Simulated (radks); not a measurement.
The chromium ion Cr+, [Ar] 3d5. All-electron calculation, non-relativistic Kohn-Sham, PBE, spin-polarised, spherical densities, point nucleus. Program: a radial shooting solver on a logarithmic mesh with Libxc functionals. Every spin shell is full or empty, so the densities are truly spherical. Functionals are evaluated on that one density, not self-consistently. Rank these exchange functionals by their error against the exact value of the orbitals, and give that value: LDA, PBEsol, revPBE, RPBE, OPTX, AM05, SOGGA, EV93, revTPSS, r2SCAN, MS2, TASK, MVS.

Answer. Exact: -47.5466 hartree. From best to worst, with 100 (|E| - |E exact|)/|E exact| (equal figures are ties): MS2 0.00, revPBE +0.01, MVS +0.05, RPBE +0.12, r2SCAN +0.14, revTPSS -0.46, OPTX +0.61, EV93 +0.74, TASK -2.70, PBEsol -2.81, SOGGA -2.84, AM05 -5.84, LDA -6.54.
